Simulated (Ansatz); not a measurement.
Consider the ligand exchange at the Si–O bond: `O=C(O)O[SiH3]` + `N[SiH2][SeH]` → `[SiH3]N[SiH2][SeH]` + `O=C(O)O`.

Isolated molecules relaxed with PBE0-D4/def2-TZVP in Ansatz; ΔE leaves out vibrations. CCSD(T)/CBS adds triple-zeta CCSD(T) − MP2 to the extrapolated MP2 energy (def2 sets, frozen cores). Functionals use def2-TZVPP. For Se outer-core shells are correlated without core-valence functions, which leaves a few kJ/mol of doubt a bond. Scalar relativity is left out up to krypton. Each species was taken in one conformer, which may not be the lowest.

```json
{"level": "r2SCAN-D4", "ΔE (kJ/mol)": "27.1"}
{"level": "ωB97X-V", "ΔE (kJ/mol)": "27.4"}
```

**Question.** What does CCSD(T)/CBS give? (An estimate is asked.)

**Answer.** Ansatz gave: +27.1 kJ/mol. The listed levels differ from it by 0.0, 0.3 kJ/mol.

Largest T1 diagnostic among the species: 0.014.

In def2-TZVPP, CCSD(T) changes the Hartree–Fock value by −7.3 kJ/mol (the triples alone add −0.7 kJ/mol) and MP2 by −8.1 kJ/mol. The D4 term adds −5.5 kJ/mol with B3LYP and −3.2 kJ/mol with PBE0; it sums over pairs of atoms, weighted by their polarisabilities, and B3LYP, whose exchange is more repulsive, gets the larger term.

B3LYP here is the variant with VWN-RPA as its local correlation; programs differ in this.
